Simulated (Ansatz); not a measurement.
`N=C(N)BCl` + `O[SiH3]` → `N=C(N)O[SiH3]` + `BCl`  (substitution at a C–B bond)

Program: Ansatz. Geometries: PBE0-D4/def2-TZVP. ΔE: electronic, gas phase. CBS: MP2 limit from def2 TZ/QZ plus the TZ coupled-cluster correction, frozen cores. This one scheme is used for every species. Functionals use def2-TZVPP. Each species was taken in one conformer, which may not be the lowest.

| species | r2SCANh energy (Eh) |
| --- | --- |
| `N=C(N)BCl` | -635.03453 |
| `O[SiH3]` | -367.12516 |
| `N=C(N)O[SiH3]` | -515.91475 |
| `BCl` | -486.23403 |

(1) Work out ΔE.

(2) What do rigid-rotor, harmonic-oscillator terms from PBE0-D4/def2-TZVP frequencies (298.15 K, 1 bar) make of the CCSD(T)/CBS value? (Estimate.)

Largest T1 diagnostic among the species: 0.014.

Results:

(1) ΔE = (-515.91475) + (-486.23403) − (-635.03453) − (-367.12516) = 0.01091 Eh = +0.30 eV. CCSD(T)/CBS gives +0.38 eV.

(2) The calculation gave: ΔZPE = -0.04 eV, ΔH = +0.34 eV, ΔS = -5 J/(mol·K), ΔG = +0.36 eV. Modes under 50 cm⁻¹ make the entropy rough.

From PBE to PBE0 (25 % exact exchange), in def2-TZVPP and without D4, ΔE moves by −0.06 eV. Leaving LDA and LC-ωPBE aside and taking each functional with its dispersion term where it has one, the values, not all of them listed here, spread over 0.13 eV, from BHLYP-D4 to PBE-D4. LDA lies −0.05 eV from PBE without D4. In def2-TZVPP, CCSD(T) changes the Hartree–Fock value by +0.24 eV (the triples alone add +0.03 eV) and MP2 by +0.27 eV.
